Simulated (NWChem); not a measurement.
System: C3H7N; SMILES C/C=N\C

Here is an NWChem input.

```
start job
memory heap 200 mb stack 900 mb global 1100 mb
geometry units angstroms noautosym nocenter noautoz
  C      0.482307    -1.526945     0.151012
  C     -0.654772    -0.580545    -0.103023
  N     -0.667392     0.682113    -0.206715
  C      0.517526     1.481146    -0.085807
  H      1.457631    -1.036954     0.263753
  H      0.551104    -2.253405    -0.675261
  H      0.279726    -2.113032     1.062423
  H     -1.635589    -1.076712    -0.216399
  H      0.641703     2.073924    -1.007192
  H      1.464585     0.943094     0.105728
  H      0.370723     2.213627     0.725163
end
basis spherical
  * library sto-3g
end
dft
  xc hfexch
  iterations 150
end
property
  shielding 9 1 2 3 4 5 6 8 9 10
  efieldgrad
end
task dft property
```

STO-3G and 3-21G are far too small for this property and stand as cheap habits. The geometry was optimised at PBE0/def2-SVP.

GIAO values for the isolated, static molecule; σ is the absolute isotropic shielding, δ = σ(reference) − σ with the isolated reference molecule computed at the same levels (13C: tetramethylsilane, 1H: tetramethylsilane, 15N: ammonia).

Atoms are numbered as in the input.

**Question.** What results follow from this input? (Hartree-Fock/STO-3G, GIAO.) Quantities: δ C1 (ppm); δ C2 (ppm); δ N3 (ppm); δ C4 (ppm); δ H5 (rotor mean) (ppm); δ H8 (ppm); δ H9 (rotor mean) (ppm).

**Answer.** 
```json
{
  "δ C1 (ppm)": "19.6",
  "δ C2 (ppm)": "132.5",
  "δ N3 (ppm)": "296.8",
  "δ C4 (ppm)": "37.2",
  "δ H5 (rotor mean) (ppm)": "1.57",
  "δ H8 (ppm)": "8.23",
  "δ H9 (rotor mean) (ppm)": "2.74"
}
```
